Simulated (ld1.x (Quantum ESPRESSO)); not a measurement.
## Cutoff test, tin (Sn), TM

ld1.x (Quantum ESPRESSO) 7.5 input, shortened:

```
&input
   title='Sn', zed=50., rel=0, dft='PZ', iswitch=3,
   config='[Kr] 4d10 4f-2 5s2 5p1'
 /
 &inputp
   pseudotype=2, tm=.true., lloc=2,
   nlcc=.true., new_core_ps=.true., rcore=0.80
 /
4
4S  1  0   2.00   0.00  1.50  1.50  0.0
4P  2  1   6.00   0.00  1.25  1.25  0.0
4F  4  3  -2.00  -0.10  1.55  1.55  0.0
4D  3  2  10.00   0.00  1.55  1.55  0.0
 &test
   configts(1)='4s2 4p6 4d10 5s2 5p1'
 /
```

Occupied shells without a wave of their own: 5p, 5s. They enter only through the test configuration that unscreens the potential, and ld1.x also counts them in the model core charge.

The pseudo-atom Hamiltonian at the reference potential is diagonalised in spherical Bessel functions j_l(qr) that vanish at 20 bohr, with q² up to the cutoff. All-electron valence levels (Ry): 4s -9.6801, 5s -1.2698, 4p -7.0113, 5p -0.7753, 4d -2.5952.

How do the lowest levels (Ry) of each channel move with the cutoff, and are there ghosts?

```
cutoff (Ry)     s #1     s #2     s #3     p #1     p #2     p #3     f #1     d #1     d #2  Σ f·Δε (mRy)
          8  -9.0830  -1.1253  -0.2746  -3.8237  -0.4808  -0.1401  -0.0596  -0.5558  -0.1311       41870.0
         21  -9.6389  -1.4199  -0.3368  -6.5820  -0.7156  -0.1845  -0.0598  -1.4480  -0.1953       14462.3
         40  -9.6736  -1.4984  -0.3630  -6.9924  -0.7756  -0.1956  -0.0598  -2.3503  -0.2308        2691.2
         70  -9.6789  -1.5518  -0.3841  -7.0050  -0.7775  -0.1960  -0.0599  -2.5901  -0.2394          97.1
        110  -9.6801  -1.5549  -0.3854  -7.0108  -0.7777  -0.1960  -0.0599  -2.5950  -0.2396           5.5
        200  -9.6801  -1.5551  -0.3855  -7.0113  -0.7777  -0.1961  -0.0599  -2.5952  -0.2396           0.1
        400  -9.6801  -1.5551  -0.3855  -7.0113  -0.7777  -0.1961  -0.0599  -2.5952  -0.2396           0.0
```

Result: no extra level below or beside the all-electron valence levels (s, p, f, d tested); 10 mRy is reached at 90 Ry and 1 mRy at 160 Ry.

The potential misses its own reference levels by up to 3.9 eV, so it is not fit for use. ld1.x takes every shell without a wave as core, so the model core holds the 5p, 5s electrons as well and exchange and correlation see them twice. This cancels in the reference configuration, but the file is broken for other ones, and its errors say nothing about a proper core correction. 2 of 9 tests not solved or not reliable.
